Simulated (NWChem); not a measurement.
Basis-set dependence for bifluoride (HF2 (-1))

SMILES: F.[F-]
```xyz
3

F      0.0000     0.0000     1.1624
H      0.0000     0.0000     0.0000
F      0.0000     0.0000    -1.1624
```
Charge -1, spin multiplicity 1.

Program: NWChem. Structure: optimised with PBE/def2-SVP, a minimum by its harmonic frequencies.

Hartree-Fock energies in Ha, correlation energies in mHa.

The correlated methods keep 2 core orbitals frozen. The anion's geometry comes from a basis without diffuse functions. No row is a measurement; the coupled-cluster row has its own basis-set and correlation limits.

```json
[
 {"basis": "aug-cc-pVDZ", "functions": "55", "RHF": "-199.52513", "MP2": "-465.7", "SCS-MP2": "-447.2", "CCSD": "-465.6", "CR-CCSD[T]": "-476.2", "CR-CCSD(T)": "-474.7"},
 {"basis": "aug-cc-pVTZ", "functions": "115", "RHF": "-199.57606", "MP2": "-581.4", "SCS-MP2": "-565.1", "CCSD": "-575.5", "CR-CCSD[T]": "-592.1", "CR-CCSD(T)": "-590.9"}
]
```

From aug-cc-pVDZ to aug-cc-pVTZ the Hartree-Fock energy moves by -50.9 mHa and the MP2 correlation energy by -115.7 mHa, which is 20 % of its value in the larger set.
